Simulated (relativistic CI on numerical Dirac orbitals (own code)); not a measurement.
**Ru+: M2,3 absorption edge**

Computed with this model: Dirac-Coulomb-Breit CI, orbitals from a KLI potential per configuration, model QED (radiative potential, 1s self-energy scaled to tabulated hydrogen-like ionisation energies), valence Slater integrals scaled by 0.9, multiplet model of core-to-valence dipole absorption; configurations [Kr] 4d7 → [Ne] 3s2 3p5 3d10 4s2 4p6 4d8; 10 K; Lorentzian 2 eV and Gaussian 0.4 eV FWHM. Energies are those of the free ion, without screening or charge transfer. The branching ratio is the share of the lower-energy edge in the whole absorption, uncertain by about 0.02 where the edges overlap. S is read from ⟨S²⟩ = S(S + 1).

Field parameters in Wybourne normalisation: D3d B²₀ = −7Dσ, B⁴₀ = −14Dq − 21Dτ, B⁴₃ = −14√(10/7) Dq; D4h B²₀ = −7Ds, B⁴₀ = 21(Dq − Dt), B⁴₄ = 21√(5/14) Dq; Oh B⁴₀ = 21Dq, B⁴₄ = √(5/14) B⁴₀; Td as Oh with Dq negative (B⁴₀ = 21Dq, B⁴₄ = √(5/14) B⁴₀). The field is a parameter set, without covalency.

free ion: ground-state S = 1.49, centroid 465.63 eV, branching ratio 0.900. Peaks (eV, height): 463.2 (100), 486.0 (12).

D3d, 10Dq = 26750, Dσ = -220, Dτ = 310 cm⁻¹: ground-state S = 0.51, centroid 470.15 eV, branching ratio 0.754. Peaks (eV, height): 464.8 (100), 486.5 (29), 487.2 (28).

Td, 10Dq = -3050 cm⁻¹: ground-state S = 1.49, centroid 467.53 eV, branching ratio 0.825. Peaks (eV, height): 463.5 (100), 486.2 (21).

Oh, 10Dq = 10850 cm⁻¹: ground-state S = 1.50, centroid 466.90 eV, branching ratio 0.858. Peaks (eV, height): 463.8 (100), 486.8 (21).

D4h, 10Dq = 27400, Ds = 2730, Dt = 710 cm⁻¹: ground-state S = 0.51, centroid 470.12 eV, branching ratio 0.753. Peaks (eV, height): 464.2 (100), 486.8 (34).

D3d, 10Dq = 20500, Dσ = -740, Dτ = 330 cm⁻¹: ground-state S = 0.53, centroid 469.25 eV, branching ratio 0.775. Peaks (eV, height): 464.2 (100), 486.0 (25), 487.0 (25).

The statistical ratio of this edge is 2/3 = 0.667. Values above it arise where the holes sit mainly in the j = l + 1/2 valence subshell or the ground state has high spin; values below it where core-valence Coulomb terms move weight to the upper edge, as in nearly empty shells.

Strongest unbroadened transitions for Oh, 10Dq = 10850 cm⁻¹:

```tsv
Energy (eV)	Relative strength
462.64	100.0
462.88	9.7
463.84	15.2
463.86	18.8
463.94	23.8
464.09	5.8
464.10	13.4
464.20	26.8
464.25	12.0
464.35	4.5
464.88	4.2
464.96	8.4
464.99	5.0
485.41	4.3
486.57	9.2
486.70	8.9
486.77	10.5
487.53	4.0
```
